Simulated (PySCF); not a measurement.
An unknown is described by computed data only.

Formula: C9H9FS.

| Item | Value |
| --- | --- |
| NMR, other nuclei | isotropic shieldings of nuclei other than C and H, by class: 301 (1 F), 575 (1 S) ppm [GIAO PBE0/pcSseg-1] |
| Dipole | 1.43 D [PBE0/pcSseg-1] |
| 13C NMR | chemical shifts (computed TMS as zero) by class: 164.8 (1 C), 149.1 (1 C), 142.8 (1 C), 132.3 (1 C), 131.7 (1 C), 130.0 (1 C), 121.9 (1 C), 119.4 (1 C), 46.9 (1 C) ppm [GIAO PBE0/pcSseg-1] |
| 1H NMR | chemical shifts (computed TMS as zero) by class: 7.30 (1 H), 7.28 (1 H), 7.09 (1 H), 6.04 (1 H), 5.43 (1 H), 5.15 (1 H), 4.52 (1 H), 3.29 (2 H) ppm [GIAO PBE0/pcSseg-1] |
| Rotational structure | rotational constants A, B, C: 1.890, 0.523, 0.434 GHz [GFN2-xTB] |

Gas-phase values; electronic properties from PySCF, density fitting. Levels stand in brackets. Geometry: GFN2-xTB, one conformer, isolated molecule. Each NMR value is the plain mean over a class of atoms that symmetry, rotation or inversion makes alike.

**Question.** Propose a structure and show how it fits.

**Answer.** Numbering: `[CH2:1]=[CH:2][CH2:3][c:4]1[cH:5][cH:6][c:7]([F:8])[c:9]([SH:10])[cH:11]1`. Its formula, C9H9FS, gives 5 degrees of unsaturation: 1 ring and 4 π bonds in the structure found (Kekulé form). 9 carbons fall into 9 classes; from least to most shielded: aromatic C–F carbon [C7] (164.8 ppm), alkene CH carbon [C2] (149.1 ppm), substituted aromatic carbon [C4] (142.8 ppm), aromatic CH carbon [C11] (132.3 ppm), aromatic CH carbon [C5] (131.7 ppm), substituted aromatic carbon [C9] (130.0 ppm), aromatic CH carbon [C6] (121.9 ppm), terminal =CH2 carbon [C1] (119.4 ppm), benzylic-type carbon [C3] (46.9 ppm). Hydrogen classes from least to most shielded: 1 H on an aromatic CH carbon, C11 (7.30 ppm), 1 H on an aromatic CH carbon, C6 (7.28 ppm), 1 H on an aromatic CH carbon, C5 (7.09 ppm), 1 H on an alkene CH carbon, C2 (6.04 ppm), 1 H on a terminal =CH2 carbon, C1 (5.43 ppm), 1 H on a terminal =CH2 carbon, C1 (5.15 ppm), 1 H on a thiol sulfur, S10 (4.52 ppm), 2 H on a benzylic-type carbon, C3 (3.29 ppm). The other shieldings belong to: 301 ppm, aryl fluorine [F8]; 575 ppm, thiol sulfur [S10]. The optimised geometry has point group C1 and is an asymmetric top. Structure: `C=CCc1ccc(F)c(S)c1`. The assignments are read from this structure; whether some other isomer fits the data as well wasn't checked.

The values belong to the conformer `[CH2:1]=[CH:2][CH2:3][c:4]1[cH:5][cH:6][c:7]([F:8])[c:9]([SH:10])[cH:11]1`: C1–C2–C3–C4 121°, C2–C3–C4–C5 -81°, H–S10–C9–C7 -1°.
